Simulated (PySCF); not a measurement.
C4H9OSi (doublet state).
Geometry (GFN2-xTB, Å), atoms numbered from 1 in this order:
```xyz
15
C4H9OSi angstrom
C      3.1826   -0.2610    0.8964
C      2.0195    0.3372    0.4957
C      0.8732   -0.3451    0.1477
C     -0.3770    0.3170   -0.3041
O     -1.4919   -0.4381    0.0713
Si    -3.0653   -0.1305   -0.1479
H      3.2608   -1.3318    0.9586
H      4.0477    0.3163    1.1649
H      1.9922    1.4193    0.4428
H      0.8433   -1.4222    0.1998
H     -0.3714    0.4182   -1.4044
H     -0.4496    1.3323    0.1101
H     -3.6202   -1.3218    0.4687
H     -3.3874   -0.0013   -1.5739
H     -3.4607    1.1196    0.5099
```

The hyperfine couplings belong to this conformer and change with its torsions.

As a line formula: `[CH2]/C=C/CO[SiH3]` [radical].

Method: UKS B3LYP, pcH-1 on C H O Si, non-relativistic, mean-field spin-orbit, GIAO (PySCF). Geometry: GFN2-xTB, one conformer, isolated molecule. The geometry wasn't refined by DFT: couplings that depend on bond lengths, twists or pyramidal angles can differ widely from those at the functional's own minimum. Stability of the SCF solution: not tested. ⟨S²⟩ is 0.776 where a pure state has 0.75.

Q: What is the g tensor, term by term?

A: 
```json
{"Δg (ppm)": "relativistic mass correction", "1": "-141", "2": "-141", "3": "-141"}
{"Δg (ppm)": "gauge correction", "1": "2", "2": "32", "3": "32"}
{"Δg (ppm)": "orbital Zeeman/spin–orbit", "1": "-14", "2": "512", "3": "628"}
{"Δg (ppm)": "total", "1": "-153", "2": "403", "3": "519"}
```

So g = 2.00217, 2.00272, 2.00284 and g_iso = 2.00258; the tensor is rhombic: the two nearest values differ by 17 % of g3 − g1. Axes: g3 points within 4° of the C2–C3 bond.

Q: How much does each term add to the isotropic shift?

A: The orbital-Zeeman/spin–orbit term 375, the mass correction -141 and the gauge correction 22 ppm, for a total of 256 ppm. The orbital-Zeeman/spin–orbit term is the largest in size. The mass correction is the same along every axis, so the anisotropy comes from the other two: their spans along these axes are 31 (gauge) and 642 ppm (orbital Zeeman/spin–orbit).

Q: What effective moment and Curie constant follow for a powder?

A: With the mean of g² = 4.0103 and S(S+1) = 0.75: μ_eff = √(⟨g²⟩S(S+1)) = 1.734 μB and χT = 0.12505·⟨g²⟩·S(S+1) = 0.376 cm³ K/mol (cgs; spin-Hamiltonian part alone).

Q: At 9.527 GHz, how far is the centre of the isotropic spectrum from where a free electron (g = 2.002319) resonates?

A: B = hν/(g μB) with μB/h = 13.99624 MHz/mT gives 339.95 mT for the free electron and 339.90 mT at g_iso, 0.04 mT lower.

Q: In a frozen sample, at which fields do the three g values resonate at 9.5, 34, 94 and 263 GHz (hyperfine left aside), and which band first spreads them over more than twice a line width of 1.0 mT?

A: 
```
band    GHz  B(g3) mT  B(g2) mT  B(g1) mT  spread mT
   X    9.5    338.90    338.92    339.01       0.11
   Q   34.0   1212.89   1212.96   1213.30       0.41
   W   94.0   3353.28   3353.48   3354.41       1.13
   J  263.0   9382.06   9382.60   9385.21       3.15
```

The spread grows in proportion to the frequency. J band is the first where it exceeds 2.0 mT.

The Mulliken spin populations are largest on C3 (+0.67), C1 (+0.67) and C2 (-0.26). The angles at C3 add up to 360.0°, so it is planar; its axial dipolar tensor and the negative coupling of its proton fit spin in a p orbital normal to that plane.

The HOMO–LUMO gaps are 5.55 eV among the α and 5.52 eV among the β orbitals.
